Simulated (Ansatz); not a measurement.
Cost and result for the atomization energy of CH$_{8}$OSi$_{3}$ (13 atoms, 12 bonds).

| atom | x (Å) | y (Å) | z (Å) |
| --- | --- | --- | --- |
| Si1 | 0.024 | -1.171 | 0.935 |
| C2 | -0.727 | -0.530 | -0.647 |
| Si3 | -0.567 | 1.334 | -0.801 |
| O4 | 0.831 | 1.780 | -0.059 |
| Si5 | 2.009 | 0.900 | 0.735 |
| H6 | 0.881 | -0.101 | 1.720 |
| H7 | -1.034 | -1.345 | 1.970 |
| H8 | 0.809 | -2.422 | 0.834 |
| H9 | -1.782 | -0.818 | -0.693 |
| H10 | -0.203 | -0.997 | -1.485 |
| H11 | -1.711 | 1.996 | -0.122 |
| H12 | 2.009 | -0.373 | -0.160 |
| H13 | -0.539 | 1.748 | -2.227 |

Charge 0, multiplicity 1. The bonds changed during the relaxation, so this is another structure than the one it started from. The structure was optimised at the PBE0-D4/def2-TZVP level. It is one conformer, not always the lowest. Program: Ansatz. All runs use 4 threads of an Arm Neoverse N1 on a shared host. Times are those of one run each, without the atoms' runs, and a repeat can differ threefold. Electronic energies, without spin–orbit coupling; frozen cores. CCSD(T)/CBS adds CCSD(T) − MP2 in def2-TZVPP to the MP2 limit, and its time is that of the two runs behind it. T1 = 0.014. B3LYP takes the VWN-RPA correlation (the form of Gaussian; ORCA's B3LYP/G).

CCSD(T)/CBS is a level of theory with its own doubt, some kJ/mol a heavy atom from the limit and from the frozen cores, so smaller differences don't rank the functionals.

```
                             level  functions  wall time  atomization (kJ/mol)  difference from CCSD(T)/CBS  per bond
   PBE-D4/def2-TZVPP (with forces)        300      6.5 s                4420.5                         -6.0      -0.5
                PBE0-D4/def2-TZVPP        300      8.5 s                4379.7                        -46.8      -3.9
r2SCAN-D4/def2-TZVPP (with forces)        300       13 s                4421.9                         -4.6      -0.4
 B3LYP-D4/def2-TZVPP (with forces)        300       13 s                4412.4                        -14.1      -1.2
                 B2PLYP/def2-TZVPP        300       15 s                4350.0                        -76.5      -6.4
                ωB97X-V/def2-TZVPP        300       21 s                4442.3                         15.8       1.3
  ωB97M-V/def2-TZVPP (with forces)        300       30 s                4438.2                         11.7       1.0
                    MP2/def2-QZVPP        564       65 s                4402.4                        -24.1      -2.0
                CCSD(T)/def2-TZVPP        300    7.6 min                4306.4                       -120.1     -10.0
                 CCSD(T)/CBS(def2)          –    8.7 min                4426.5                          0.0       0.0
```

The D4 term adds +64.2 kJ/mol with B3LYP and +33.6 kJ/mol with PBE0; it sums over pairs of atoms, weighted by their polarisabilities, and B3LYP, whose exchange is more repulsive, gets the larger term. In def2-TZVPP, CCSD(T) changes the Hartree–Fock value by +1033.2 kJ/mol (the triples alone add +55.9 kJ/mol) and MP2 by +1056.6 kJ/mol; breaking electron pairs costs correlation energy, which Hartree–Fock lacks. From PBE to PBE0 (25 % exact exchange), in def2-TZVPP and without D4, the atomization energy moves by −35.0 kJ/mol: exact exchange takes away binding that semilocal exchange gives to molecules.
